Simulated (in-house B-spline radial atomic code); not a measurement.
A fraction x of an electron is removed from 5p in Ba²⁺, starting from [Kr] 4d10 5s2 5p6 and keeping the highest spin. Method: scalar-relativistic (X2C) revTPSS, spin-polarised, spherical fractional occupations, Fermi nucleus of rms radius 4.8378 fm. Calculated with a radial B-spline atomic code at the basis-set limit.

| x | E(x) - E(0) (eV) | 5p down level (eV) |
| --- | --- | --- |
| 0 | 0.0000 | -31.115 |
| 0.12 | 3.8093 | -32.375 |
| 0.23 | 7.4343 | -33.536 |
| 0.37 | 12.2332 | -35.022 |
| 0.41 | 13.6426 | -35.448 |
| 0.5 | 16.8762 | -36.409 |
| 0.62 | 21.3225 | -37.697 |
| 0.63 | 21.7000 | -37.804 |
| 0.85 | 30.2779 | -40.180 |
| 0.91 | 32.7082 | -40.830 |
| 1 | 36.4269 | -41.809 |

The exact functional would give a straight line between the two integer points. Deviations E(x) - E(0) - x[E(1) - E(0)], in eV: -0.562 at x = 0.12, -0.944 at x = 0.23, -1.245 at x = 0.37, -1.292 at x = 0.41, -1.337 at x = 0.5, -1.262 at x = 0.62, -1.249 at x = 0.63, -0.685 at x = 0.85, -0.44 at x = 0.91.

The curve lies below the straight line by up to 1.337 eV (at x = 0.5): convex, the delocalisation error that favours fractional charges.

(1) How well does Slater's transition state (minus the level at half occupation) give the ionisation energy?

Answers

(1) It gives 36.409 eV against 36.427 eV from the two total energies; NIST lists 35.84 eV, ground level to ground level.
